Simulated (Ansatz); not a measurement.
C3H2F4 (`FC(F)=CC(F)F`). Total charge 0; spin multiplicity 1. The structure was optimised at the PBE0-D4/def2-TZVP level. It is one conformer, not always the lowest.

```xyz
9

F    -0.509   -1.536   -1.982
C     0.117   -0.839   -1.064
F     1.405   -0.965   -1.215
C    -0.514   -0.139   -0.141
C     0.110    0.672    0.937
F    -0.270    1.974    0.804
F     1.460    0.638    0.896
H    -1.595   -0.155   -0.170
H    -0.204    0.350    1.936
```

Task: What is the dipole moment at B3LYP/def2-TZVPP? (Best estimate.)

Result: Computed: 2.01 D, with components (-1.51, -1.16, 0.63) D in this frame, pointing from negative to positive charge.

Task: And with PBE, r2SCAN, ωB97M-V? (Estimate.)

Result: The calculation gave: PBE 1.84 D, r2SCAN 1.92 D, ωB97M-V 1.98 D.

Task: Give the Mulliken charges with B3LYP, ωB97M-V, PBE in def2-TZVPP. (Estimate.)

Result: The calculation gave: 
```tsv
atom	B3LYP	ωB97M-V	PBE
F1	-0.16	-0.15	-0.12
C2	0.40	0.38	0.33
F3	-0.14	-0.13	-0.10
C4	-0.25	-0.23	-0.24
C5	0.34	0.30	0.26
F6	-0.20	-0.19	-0.16
F7	-0.20	-0.19	-0.15
H8	0.13	0.13	0.11
H9	0.08	0.09	0.06
```

B3LYP here is the variant with VWN-RPA as its local correlation; programs differ in this.
